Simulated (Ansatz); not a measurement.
Ansatz (a first-principles code) input (RI-MP2/aug-cc-pV(T+d)Z):
A basis named .json is the Basis Set Exchange file of that set.

Ansatz 0.2 input:
```yaml
crystal:
  periodic: [false, false, false]
  atoms:
    - {symbol: C, position_ang: [-1.95128337, -0.11665096, 0.17918081]}
    - {symbol: Si, position_ang: [-0.14342990, 0.20466928, 0.21771629]}
    - {symbol: F, position_ang: [0.44419349, -0.03610994, 1.67307258]}
    - {symbol: F, position_ang: [0.17171359, 1.71601757, -0.15356361]}
    - {symbol: Cl, position_ang: [0.89108550, -0.98452541, -1.07729003]}
    - {symbol: H, position_ang: [-2.16042376, -1.15215991, 0.45027397]}
    - {symbol: H, position_ang: [-2.34983674, 0.06582240, -0.81950265]}
    - {symbol: H, position_ang: [-2.46563783, 0.53863672, 0.88446566]}
basis:
  gaussian:
    orbitals: aug-cc-pV_T+d_Z.json
    fitting: {mean_field: def2-universal-jkfit, correlation: aug-cc-pVTZ-RIFIT.json}
total_charge: 1
magnetization: {spin_polarized: true, initial_magnetization: 1}
correlation: {method: mp2, electrons: outside_noble_gas}
```

End of the output:

```
integrals: 0.56 GiB planned
539 factors; integrals over basis functions are off by at most 1.4e0 eV
mean field: 1.29 GiB planned
mean field evaluation 1: about -26846.8360 eV, gradient 4.5e1 eV
mean field evaluation 2: about -26851.3378 eV, gradient 2.9e1 eV
mean field evaluation 4: about -26853.8229 eV, gradient 1.4e0 eV
mean field evaluation 8: about -26853.8796 eV, gradient 2.4e-1 eV
mean field evaluation 16: about -26853.0988 eV, gradient 7.9e0 eV
mean field evaluation 32: about -26853.8234 eV, gradient 2.3e0 eV
mean field evaluation 64: about -26853.8057 eV, gradient 1.8e-3 eV
mean field evaluation 96: about -26853.8863 eV, gradient 9.6e-5 eV
mean field -26853.88634020 eV, -986.8621207845 hartree, gradient 1.6e-6 eV, S^2 0.762183; 11 other end points of the search recorded, 0 dependent functions left out
13 core orbitals not correlated
750 factors; their error is unknown
reference -26853.88634020 eV, -986.8621207845 hartree; 16, 15 occupied and 288, 289 virtual orbitals, 750 factors
second order -26.21255046 eV of doubles, -0.00000000 eV of singles
Total energy: -26880.09889066 eV, -987.8254142463 hartree
```

This state (charge 1, doublet) is run at the relaxed geometry of the species with charge 0 and multiplicity 1.
